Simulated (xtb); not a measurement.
CH3Zn (SMILES [CH3][Zn]), doublet, at a GFN2-xTB geometry (such geometries of metal compounds can be far from the true shape) (the spin is typed, not shown lowest), atoms displaced at random by about 0.02 Å a coordinate.

xtb was given this input:
```
$ xtb mol.xyz --gfn 2 --uhf 1 --opt --json

# file mol.xyz
5

Zn    -0.37964447    -0.25615340    -0.26966110
C      1.17244084     0.70889002     0.91730849
H      1.74496907    -0.06358943     1.49472395
H      0.73943028     1.41557837     1.62375310
H      1.87696138     1.25624458     0.23234946
```

What is the computed total energy at the end of the optimisation (GFN2-xTB (xtb))?

-4.145027 Ha

Give the dipole moment at the level GFN2-xTB.

0.84 D
